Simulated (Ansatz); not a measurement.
SiHI₃. The state is a triplet with charge 0. Geometry r2SCAN-D4/def2-SVP, that of the neutral singlet; atoms count from 1.

```xyz
5

Si   -0.085   -0.135    0.003
H    -0.872   -1.392    0.032
I     0.617    0.271   -2.306
I     1.857   -0.422    1.464
I    -1.518    1.678    0.807
```

In the def2 sets I takes a core potential; there is no spin–orbit coupling. At PBE0-D4/def2-TZVP a singlet of charge 0 lies 4.05 eV below the triplet at the same geometry.

Estimate the Mulliken populations from the PBE0/def2-TZVP orbitals of Ansatz.


```json
{"atom": "Si1", "charge (e)": "0.16", "spin (α − β)": "0.32"}
{"atom": "H2", "charge (e)": "0.00", "spin (α − β)": "0.05"}
{"atom": "I3", "charge (e)": "-0.06", "spin (α − β)": "0.54"}
{"atom": "I4", "charge (e)": "-0.06", "spin (α − β)": "0.54"}
{"atom": "I5", "charge (e)": "-0.06", "spin (α − β)": "0.54"}
```
Mulliken values depend strongly on the basis.

Where does the spin sit?

Summed by element: Si 0.32, H 0.05, I 1.63, of 2 unpaired in all. Largest on single atoms: I3 0.54, I5 0.54, I4 0.54.

And the Mayer bond orders between heavy atoms (over 0.3)?

Si1–I3 0.94 (2.45 Å); Si1–I4 0.94 (2.45 Å); Si1–I5 0.94 (2.45 Å).
